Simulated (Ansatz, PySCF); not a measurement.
Molecule: HS₂, charge -1, multiplicity 1. It need not be the lowest isomer of its formula. Whether it binds its extra electron was not tested at this geometry. 
Geometry from a B3LYP-D3(BJ)/def2-TZVP (Ansatz, a program for electronic structure) optimisation:
SMILES: [S-]S
```xyz
3

S     -0.9925     0.0247     0.4650
S      0.8936     0.0305    -0.4803
H      1.5810    -0.8842     0.2447
```
Charge -1, spin multiplicity 1.

Total electronic energies in hartree. Cores are frozen in the correlated levels unless marked. Spin-orbit coupling is left out. No relativistic terms. Basis-set limits of correlation are two-point, X^-3; Hartree-Fock from the larger set.

```json
[
 {"level": "HF/cc-pV(D+d)Z", "program": "Ansatz", "energy (Eh)": "-795.66213"},
 {"level": "HF/def2-SVP", "program": "Ansatz", "energy (Eh)": "-795.39094"},
 {"level": "RI-HF/def2-TZVPPD", "program": "Ansatz", "energy (Eh)": "-795.69352"},
 {"level": "TPSS-D4/def2-TZVPD", "program": "PySCF + dftd4", "energy (Eh)": "-797.10758"},
 {"level": "PBE0-D3(BJ)/def2-TZVP", "program": "Ansatz + dftd3", "energy (Eh)": "-796.76953"},
 {"level": "TPSSh-D3(BJ)/def2-TZVPD", "program": "PySCF + dftd3", "energy (Eh)": "-797.09320"},
 {"level": "r2SCANh/def2-TZVPD", "program": "Ansatz", "energy (Eh)": "-796.99555"},
 {"level": "B2PLYP-D3(BJ)/def2-TZVPD", "program": "Ansatz + dftd3", "energy (Eh)": "-796.80194"},
 {"level": "RPA@PBE/cc-pV(Q+d)Z", "program": "Ansatz", "energy (Eh)": "?"},
 {"level": "MP2/6-31G", "program": "Ansatz", "energy (Eh)": "-795.66400"},
 {"level": "MP2/aug-cc-pV(D+d)Z", "program": "Ansatz", "energy (Eh)": "-795.97938"},
 {"level": "MP2/cc-pV(D+d)Z", "program": "Ansatz", "energy (Eh)": "-795.92652"},
 {"level": "MP2/cc-pVTZ", "program": "Ansatz", "energy (Eh)": "-796.05508"},
 {"level": "MP2/cc-pV(5+d)Z", "program": "Ansatz", "energy (Eh)": "-796.12214"},
 {"level": "RI-MP2/cc-pV(Q+d)Z", "program": "Ansatz", "energy (Eh)": "-796.10437"},
 {"level": "SCS-MP2/6-31G", "program": "Ansatz", "energy (Eh)": "-795.66649"},
 {"level": "SCS-MP2/def2-SVPD", "program": "Ansatz", "energy (Eh)": "-795.70789"},
 {"level": "SCS-MP2/cc-pV(5+d)Z", "program": "Ansatz", "energy (Eh)": "-796.12416"},
 {"level": "CCSD/6-31G", "program": "Ansatz", "energy (Eh)": "-795.68289"},
 {"level": "CCSD/cc-pV(T+d)Z", "program": "Ansatz", "energy (Eh)": "-796.09149"},
 {"level": "CCSD/aug-cc-pV(Q+d)Z", "program": "Ansatz", "energy (Eh)": "-796.14007"},
 {"level": "CCSD/cc-pV(5+d)Z", "program": "Ansatz", "energy (Eh)": "-796.14542"},
 {"level": "CCSD(T)/CBS(aug-cc-pV(T+d)Z,aug-cc-pV(Q+d)Z)", "program": "Ansatz", "energy (Eh)": "-796.1830"}
]
```

Complete the blanks.


- RPA@PBE/cc-pV(Q+d)Z, energy (Eh): -796.36315
